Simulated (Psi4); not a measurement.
Nuclear repulsion and electron count by hand

System: BCl$_{3}$ (SMILES ClB(Cl)Cl), singlet, geometry from GFN2-xTB. Level: B3LYP/def2-TZVPD in Psi4. Sums are taken with unrounded values, so a last digit can differ.

Coordinates (Å):

```
atom         x         y         z
----  --------  --------  --------
B1    -0.00013   0.00017  -0.01065
Cl2    0.02666   1.72291   0.02897
Cl3    1.47887  -0.88426  -0.03140
Cl4   -1.50550  -0.83870   0.00556
```

Work out the nuclear repulsion energy and the numbers of alpha and beta electrons.

In atomic units each pair adds Z_i Z_j / r_ij, with r in bohr (1 bohr = 0.529177 Å).
| pair | r (Å) | r (bohr) | Z_i Z_j | term (Eh) |
|---|---|---|---|---|
| B1-Cl2 | 1.7234 | 3.2567 | 85 | 26.0996 |
| B1-Cl3 | 1.7234 | 3.2567 | 85 | 26.0996 |
| B1-Cl4 | 1.7234 | 3.2567 | 85 | 26.0996 |
| Cl2-Cl3 | 2.9849 | 5.6407 | 289 | 51.2345 |
| Cl2-Cl4 | 2.9849 | 5.6407 | 289 | 51.2345 |
| Cl3-Cl4 | 2.9849 | 5.6407 | 289 | 51.2345 |
The sum is 232.0026 Eh; Psi4 gives 232.0026 Eh. The atomic numbers add up to 56, so at charge +0 there are 56 electrons; multiplicity 1 means 0 unpaired, so 28 alpha and 28 beta.
